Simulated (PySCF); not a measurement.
# Zn⁹⁺: ionisation energy

Zn⁹⁺ [Ar] 3d3 (4F) → Zn¹⁰⁺ [Ar] 3d2 (3F), as a difference of total energies. All numbers are calculated (PySCF 2.14, the spin-free X2C one-electron Hamiltonian (Gaussian nucleus), in an uncontracted even-tempered set (20 s from 0.4 bohr⁻², ratio 2.5; 13 p from 0.52 bohr⁻², ratio 2.5; 9 d from 0.52 bohr⁻², ratio 2.5; 4 f from 2.4 bohr⁻², ratio 2.7; 4 g from 3.6 bohr⁻², ratio 2.7)). The calculations carry no spin-orbit coupling.

```tsv
method	ionisation energy (eV)
UHF	237.49
M06-2X	238.53
B97-3	238.48
```

The reference lies between the lowest fine-structure levels, while these numbers refer to the centres of the terms.

For comparison: 238 ± 2.2 eV (theoretical estimate listed by NIST; NIST Atomic Spectra Database, ionization energies).
